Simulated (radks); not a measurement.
Spherical jellium clusters: N electrons in a uniform positive sphere of charge N and radius rs N^(1/3), rs = 5.23 bohr. Calculated with a radial shooting solver with Libxc functionals: non-relativistic Kohn-Sham, LDA (Slater exchange, Perdew-Wang correlation), spin-polarised, spherical densities. Levels are named by radial order and angular momentum (1s, 1p, 1d, 2s, ...), and open shells are averaged over m.

N = 2, configuration 1s2. This is the lowest configuration that the search found. Occupied and some empty levels:

level  occupation  eigenvalue (eV)  <r> (bohr)
1s              2          -2.5837       5.066
1p              0          -1.2374       6.947
2s              0         -0.23663       12.08
1d              0        -0.045374       10.90

Energy (eV): total -3.29805, kinetic 2.0431, external -19.441, Hartree 9.6845, exchange-correlation -5.4958, background 9.9110. Static polarisability (adiabatic kernel): 412.2 bohr^3, against R^3 = 286.1 for a classical metal sphere.
